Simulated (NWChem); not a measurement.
## Cl2Ge

```xyz
3

Ge     0.0000     0.0000    -0.7250
Cl    -1.7098     0.0000     0.6823
Cl     1.7098     0.0000     0.6823
```
Charge 0, spin multiplicity 1.

The numbers come from NWChem runs, not from measurements. Structure: optimised with PBE/def2-SVP, a minimum by its harmonic frequencies.

Symmetry labels belong to the abelian group C2v used in the runs, with the axes of the coordinates shown.

The Hamiltonian is non-relativistic. The structure started from a generated list of species.

Question: List the lowest 6 singlet excitations that CIS/def2-SVPD gives, with oscillator strengths.

Answer: 
```tsv
state	symmetry	energy (eV)	wavelength (nm)	f
1	b2	4.38	283	0.061
2	a2	6.20	200	0.000
3	b1	6.78	183	0.000
4	a1	7.05	176	0.164
5	b2	7.31	170	0.009
6	b1	7.49	166	0.385
```
